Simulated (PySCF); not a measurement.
MgClBr, SMILES [Cl][Mg][Br].

Geometry: B3LYP-D3(BJ)/def2-TZVP.

Method: TDDFT-CAM-B3LYP/def2-SVPD run with PySCF.

Vertical excitations; the highest root listed may be one member of a degenerate set. Isolated molecule, no solvent. State labels are in the subgroup C2v.

Computed lowest excited states:
| state | symmetry | energy (eV) | λ (nm) | f | main pairs |
|---|---|---|---|---|---|
| S1 | B2 | 5.53 | 224 | 0.026 | HOMO→LUMO (degenerate set) |
| S2 | B1 | 5.53 | 224 | 0.026 | HOMO−1→LUMO (degenerate set) |
| S3 | B2 | 6.11 | 203 | 0.057 | HOMO−2→LUMO (degenerate set) |
| S4 | B1 | 6.11 | 203 | 0.057 | HOMO−3→LUMO (degenerate set) |
| S5 | A1 | 6.79 | 183 | 0.132 | HOMO−4→LUMO 74 % |
| S6 | A2 | 6.97 | 178 | 0.000 | HOMO−1→LUMO+2 45 %, HOMO→LUMO+1 45 % |
| S7 | A2 | 7.00 | 177 | 0.000 | HOMO→LUMO+1, HOMO−1→LUMO+2 (degenerate set) |
| S8 | A1 | 7.00 | 177 | 0.000 | HOMO−1→LUMO+1, HOMO→LUMO+2 (degenerate set) |
| S9 | A1 | 7.49 | 165 | 0.088 | HOMO−5→LUMO 56 %, HOMO−2→LUMO+2 11 %, HOMO−3→LUMO+1 11 % |
| S10 | A2 | 7.54 | 164 | 0.000 | HOMO−3→LUMO+2 46 %, HOMO−2→LUMO+1 46 % |
| T1 | B2 | 5.28 | 235 | 0 | HOMO→LUMO (degenerate set) |
| T2 | B1 | 5.28 | 235 | 0 | HOMO−1→LUMO (degenerate set) |
| T3 | B2 | 5.83 | 213 | 0 | HOMO−2→LUMO (degenerate set) |
| T4 | B1 | 5.83 | 213 | 0 | HOMO−3→LUMO (degenerate set) |
Triplets are in the Tamm–Dancoff approximation, which puts them higher than full response would, so one can lie above its singlet here.
